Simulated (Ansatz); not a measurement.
**A rate constant, worked out**

An elementary step of CH$_{6}$GeO, closed shell (CH₆GeO ([CH3][O][GeH3]) → CH₂O ([CH2][O]) + GeH₄; Ge–O, C–H broken or loosened, Ge–H formed or tightened). The start structure is the reactant molecule, and the electronic barrier above it is 3.131 eV by CCSD(T) at an estimated basis limit (MP2 extrapolated from triple and quadruple zeta, plus CCSD(T) − MP2 in triple zeta). Computed with Ansatz 0.2.0 (basis: def2-TZVPP and def2-QZVPP); correlated methods freeze the cores. Filled d shells of the heavier atoms are correlated. The def2 sets are not built for correlating such inner shells, so the correlated values are less sure here. Extrapolation: Hartree–Fock as exp(−7.88 √X), correlation as X^−2.97. Harmonic wavenumbers at PBE0-D4/def2-TZVP (Ansatz 0.2.0), in cm⁻¹:

Start: 117, 134, 224, 618, 627, 667, 849, 863, 881, 1131, 1178, 1203, 1477, 1493, 1495, 2136, 2138, 2196, 2988, 3040, 3102.

Saddle: 792i, 107, 269, 400, 492, 612, 692, 879, 928, 1013, 1120, 1209, 1312, 1503, 1577, 1721, 1971, 2183, 2225, 2905, 2938.

**Question.** Work out the transition-state-theory rate constant at 700 K from these numbers alone (harmonic vibrations; rotation, path degeneracy and anharmonicity left out), and the Wigner tunnelling factor. Use 1 cm⁻¹ = 1.2398 × 10⁻⁴ eV and k_B = 8.617 × 10⁻⁵ eV/K.

**Answer.** Zero-point energies, half the sums: start 28557/2 cm⁻¹ = 1.7703 eV; saddle, real modes only, 26056/2 cm⁻¹ = 1.6153 eV.
Barrier with zero-point energy: 3.131 + 1.6153 − 1.7703 = 2.9760 eV.
k_BT = 0.06032 eV, so the barrier is 49.34 k_BT.
Vibrational partition functions from the zero-point level, ln q = −Σ ln(1 − exp(−hν/k_BT)): start 5.935, saddle 5.016.
k = (k_BT/h) exp(ln q‡ − ln q) exp(−E0/k_BT), with log₁₀(k_BT/h in s⁻¹) = 13.16: log₁₀ k = 13.16 + (-0.919 − 49.34)/2.3026 = -8.67, so k ≈ 2 × 10^(-9) s⁻¹.
Wigner factor: 1 + (hν‡/k_BT)²/24 = 1 + (1.63)²/24 = 1.11. A change of 1 kcal/mol (0.043 eV) in the barrier would change k by a factor of 2.1 at this temperature.

No T1 diagnostic of these runs exceeds 0.015.

Labels in which every atom is bracketed show which atoms are joined, not bond orders.

For scale, one of the runs: CCSD(T)/def2-TZVPP, 194 basis functions (an equivalent command: `ansatz run in.yaml --threads 4`). Time: 49 s of wall clock on 4 CPU threads; the host was shared. Peak host memory: 2.3 GiB.
